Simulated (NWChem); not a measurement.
System: InH$_{2}$Br; SMILES [InH2][Br]

```xyz
4

In     0.0000     0.0000    -1.0035
H      0.0000     1.5777    -1.6786
H      0.0000    -1.5777    -1.6786
Br     0.0000     0.0000     1.5008
```
Atoms are numbered in this order, from 1.

The geometry was optimised at PBE0/def2-SVP. def2 effective core potentials on In; no spin-orbit coupling.

Symmetry labels are those of C2v in the frame above (b1 and b2, or b-type labels, depend on it).

Q: List the 6 lowest vertical singlet excitations from B3LYP/def2-SVPD with def2 effective core potentials on In, full TDDFT (NWChem).

A: 
```csv
state,energy (eV),oscillator strength,symmetry,leading excitation (squared amplitude)
S1,4.25,0.000,a2,HOMO → LUMO (1.00)
S2,4.92,0.030,a1,HOMO−1 → LUMO (0.95)
S3,5.36,0.005,b1,HOMO−2 → LUMO (1.00)
S4,5.39,0.036,b2,HOMO → LUMO+1 (0.96)
S5,5.66,0.021,b1,HOMO−1 → LUMO+1 (0.99)
S6,5.67,0.000,a2,HOMO−3 → LUMO (1.00)
```
